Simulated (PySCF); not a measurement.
niobium atom (Nb), sextet (core potentials on Nb); WB97X/def2-TZVP (PySCF).

Here is a job for PySCF.
```python
from pyscf import gto, scf, dft

mol = gto.Mole()
mol.atom = '''
    Nb    0.000000    0.000000    0.000000
'''
mol.basis = 'def2-tzvp'
mol.ecp = {'Nb': 'def2-tzvp'}
mol.charge = 0
mol.spin = 5
mol.verbose = 4
mol.build()

mf = dft.UKS(mol)
mf.xc = 'wb97x'
mf.grids.level = 2
mf.kernel()
mf.analyze()
```

Task: Predict the main parts of the log of this PySCF run.

Result: 
```
PySCF version 2.14.0

[INPUT] verbose = 4
[INPUT] num. atoms = 1
[INPUT] num. electrons = 13
[INPUT] charge = 0
[INPUT] spin (= nelec alpha-beta = 2S) = 5
[INPUT] symmetry False subgroup None
[INPUT] Mole.unit = angstrom
[INPUT] Symbol           X                Y                Z      unit          X                Y                Z       unit  Magmom
[...]
nuclear repulsion = 0
number of shells = 14
number of NR pGTOs = 60
number of NR cGTOs = 40
basis = def2-tzvp
ecp = {'Nb': 'def2-tzvp'}

******** <class 'pyscf.dft.uks.UKS'> ********
method = UKS
initial guess = minao
damping factor = 0
level_shift factor = 0
DIIS = <class 'pyscf.scf.diis.CDIIS'>
diis_start_cycle = 1
diis_space = 8
diis_damp = 0
SCF conv_tol = 1e-09
SCF conv_tol_grad = None
SCF max_cycles = 50
direct_scf = True
direct_scf_tol = 1e-13
number electrons alpha = 9  beta = 4
XC library pyscf.dft.libxc version 7.1.2
    S. Lehtola, C. Steigemann, M. J. T. Oliveira, and M. A. L. Marques,  SoftwareX 7, 1–5 (2018)
XC functionals = wb97x
    J.-D. Chai and M. Head-Gordon,  J. Chem. Phys. 128, 084106 (2008)
radial grids:
    Treutler-Ahlrichs [JCP 102, 346 (1995); DOI:10.1063/1.469408] (M4) radial grids

becke partition: Becke, JCP 88, 2547 (1988); DOI:10.1063/1.454033
pruning grids: <function nwchem_prune>
grids dens level: 2
symmetrized grids: False
atomic radii adjust function: <function treutler_atomic_radii_adjust>
small_rho_cutoff = 0
Set gradient conv threshold to 3.16228e-05
tot grids = 14408
init E= -50.3660139194285

cycle= 1 E= -56.2238916600507  delta_E= -5.86  |g|= 0.994  |ddm|= 3.07
cycle= 2 E= -54.8615877417122  delta_E= 1.36  |g|= 1.26  |ddm|= 4.17
cycle= 3 E= -56.6035380363938  delta_E= -1.74  |g|= 0.429  |ddm|= 4.03
cycle= 4 E= -56.7281103277925  delta_E= -0.125  |g|= 0.0472  |ddm|= 0.425
cycle= 5 E= -56.7300678787909  delta_E= -0.00196  |g|= 0.0368  |ddm|= 0.119
cycle= 6 E= -56.7306361928461  delta_E= -0.000568  |g|= 0.00945  |ddm|= 0.0222
cycle= 7 E= -56.7307000101405  delta_E= -6.38e-05  |g|= 0.00177  |ddm|= 0.0115
cycle= 8 E= -56.7306970214248  delta_E= 2.99e-06  |g|= 0.00174  |ddm|= 0.001
cycle= 9 E= -56.7306572808762  delta_E= 3.97e-05  |g|= 0.000609  |ddm|= 0.0266
cycle= 10 E= -56.730657446116  delta_E= -1.65e-07  |g|= 0.000143  |ddm|= 0.00144
cycle= 11 E= -56.7306574580767  delta_E= -1.2e-08  |g|= 9.32e-06  |ddm|= 0.000377
cycle= 12 E= -56.7306574587201  delta_E= -6.43e-10  |g|= 8.49e-06  |ddm|= 5.85e-05
Extra cycle  E= -56.7306574596015  delta_E= -8.81e-10  |g|= 1.09e-05  |ddm|= 4.78e-05
converged SCF energy = -56.7306574596015  <S^2> = 8.751087  2S+1 = 6.0003623
**** SCF Summaries ****
Total Energy =                         -56.730657459601488
Nuclear Repulsion Energy =               0.000000000000000
One-electron Energy =                  -97.378256437720779
Two-electron Energy =                   40.647598978119291
Two-electron Coulomb Energy =           47.638715240832632
DFT Exchange-Correlation Energy =       -6.991116262713342
**** MO energy ****
                             alpha | beta                alpha | beta
[...]
spin_pop of  0 Nb 4s        0.00140
spin_pop of  0 Nb 5s        0.00005
spin_pop of  0 Nb 6s        0.00052
spin_pop of  0 Nb 7s       -0.00218
spin_pop of  0 Nb 8s        0.00003
spin_pop of  0 Nb 9s        0.00018
spin_pop of  0 Nb 4px      -0.00019
spin_pop of  0 Nb 4py      -0.01097
spin_pop of  0 Nb 4pz      -0.01096
spin_pop of  0 Nb 5px      -0.00565
spin_pop of  0 Nb 5py       0.00263
spin_pop of  0 Nb 5pz       0.00263
spin_pop of  0 Nb 6px       0.00273
spin_pop of  0 Nb 6py       0.00648
spin_pop of  0 Nb 6pz       0.00648
spin_pop of  0 Nb 7px       0.00311
spin_pop of  0 Nb 7py       0.00186
spin_pop of  0 Nb 7pz       0.00186
spin_pop of  0 Nb 4dxy      0.27821
spin_pop of  0 Nb 4dyz      0.27822
spin_pop of  0 Nb 4dz^2     0.27821
spin_pop of  0 Nb 4dxz      0.27821
spin_pop of  0 Nb 4dx2-y2    0.99500
spin_pop of  0 Nb 5dxy      0.64382
spin_pop of  0 Nb 5dyz      0.64382
spin_pop of  0 Nb 5dz^2     0.64382
spin_pop of  0 Nb 5dxz      0.64382
spin_pop of  0 Nb 5dx2-y2    0.00404
spin_pop of  0 Nb 6dxy      0.07796
spin_pop of  0 Nb 6dyz      0.07796
spin_pop of  0 Nb 6dz^2     0.07796
spin_pop of  0 Nb 6dxz      0.07796
spin_pop of  0 Nb 6dx2-y2    0.00096
spin_pop of  0 Nb 4f-3     -0.00000
spin_pop of  0 Nb 4f-2     -0.00000
spin_pop of  0 Nb 4f-1     -0.00000
spin_pop of  0 Nb 4f+0     -0.00000
spin_pop of  0 Nb 4f+1     -0.00000
spin_pop of  0 Nb 4f+2     -0.00000
spin_pop of  0 Nb 4f+3     -0.00000
In total             9.00000 | 4.00000
Dipole moment(X, Y, Z, Debye):  0.00000, -0.00000,  0.00000
```
